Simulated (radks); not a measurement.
Results of a calculation; reference values are marked as such.
Problem. All-electron atom: the krypton ion Kr6+ in [Ar] 3d10 4s2 (the NIST ground configuration). Code: a radial shooting solver on a logarithmic mesh with Libxc functionals. Model: Dirac Kohn-Sham, PBEsol, spin-unpolarised, spherical densities, point nucleus.

Spin-orbit splittings of the eigenvalues, e(l+1/2) - e(l-1/2), with zeta = 2 splitting/(2l+1) and mean radii in bohr:

| shell | occ. | splitting (eV) | zeta (eV) | <r> j=l-1/2 | <r> j=l+1/2 |
|---|---|---|---|---|---|
| 2p | 6 | ? | ? | 0.1574 | 0.1613 |
| 3p | 6 | 7.972 | 5.315 | 0.5316 | 0.5419 |
| 3d | 10 | 1.328 | 0.5312 | 0.5456 | 0.5493 |
| 4p | 0 | 1.201 | 0.8006 | 1.477 | 1.496 |

Estimate the 2p splitting.

Solution. 53.81 eV (zeta = 35.88 eV).
